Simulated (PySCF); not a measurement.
TeF₅⁺ (singlet). Level of theory: PySCF, B3LYP, basis Te def2-SVP with ECP28, F def2-SVP (scalar-relativistic core potentials, no spin–orbit coupling, density fitting).

Harmonic bands of its minimum:

| ω (cm⁻¹) | IR (km/mol, summed over degenerate members) | degeneracy |
| --- | --- | --- |
| 66 | 3.5 | 2 |
| 244 | 72.4 | 2 |
| 269 | 0.0 | 2 |
| 272 | 40.8 | 1 |
| 657 | 0.0 | 1 |
| 671 | 0.0 | 1 |
| 733 | 79.3 | 2 |
| 733 | 47.3 | 1 |

**Question.** The central atom is Te. Infer the point group and assign the bands.

**Answer.** D3h. The modes span 3e' + e'' + 2a2'' + 2a1': 66 e', 244 e', 269 e'', 272 a2'', 657 a1', 671 a1', 733 e', 733 a2''. The computed geometry has Te–F 1.865 Å (×3), Te–F 1.873 Å (×2); F–Te–F 90.0° (×6), F–Te–F 120.0° (×3), F–Te–F 180.0°.

Other isomers or separated fragments may lie lower.
